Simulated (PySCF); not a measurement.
Molecule: Zn(H)(SMe), SMILES C[S][ZnH]. Atoms near the plane z = 1.0 Å, at the PBE0/def2-SVP optimised geometry (x, y, z in Å): Zn1 (0.8, -1.1, 0.0), H2 (2.3, -1.1, 0.0), S3 (-1.4, -1.1, 0.0), C4 (-1.7, 0.4, 0.9), H5 (-2.3, 0.2, 1.8), H6 (-2.3, 1.1, 0.3), H7 (-0.8, 1.0, 1.3).

Level of theory: PBE0/def2-TZVP (PySCF). Cells within 0.4 Å of a nucleus heavier than hydrogen are left out (blank, or x). The values are rescaled to run from 0 to 1.

```
|5555555555555555555555555555555|
|5555555555555555555555555555555|
|5555555555555555555555555555555|
|5555555555555555555555555555555|
|5555555555555555555555555555555|
|5555555555555555555555555555555|
|5555555555555555555555555555555|
|5555555555555555555555555555555|
|5555555555555555555555555555555|
|5555555555555555555555555555555|
|5555555566665555555555555555555|
|5555556666655555555555555555555|
|5555556645320555555555555555555|
|555555659xx04555555555555555555|
|55555566xxx36655555555555555555|
|5555556656456555555555555555555|
|5555555665566555555555555555555|
|5555555566665555555555555555555|
|5555555556555555566655555555555|
|5555555555555555666655555555555|
|5555555555555555566555555555555|
|5555555555555555555555555555555|
|5555555555555555555555555555555|
|5555555555555555555555555555555|
|5555555555555555555555555555555|
|5555555555555555555555555555555|
|5555555555555555555555555555555|
|5555555555555555555555555555555|
|5555555555555555555555555555555|
|5555555555555555555555555555555|
|5555555555555555555555555555555|
```
Scale: ten equal steps from 0.000 (start of '0') to 1.00 (end of '9'), in the order '0123456789'; x runs from -4.50 to 4.50, y from -4.50 (bottom) to 4.50 (top).

Problem. Which quantity is mapped?
A. electrostatic potential
B. Laplacian of the electron density
C. log10 of the electron density
D. an orbital amplitude

Solution. B, Laplacian of the electron density. In full: Laplacian of the electron density (e/bohr⁵).
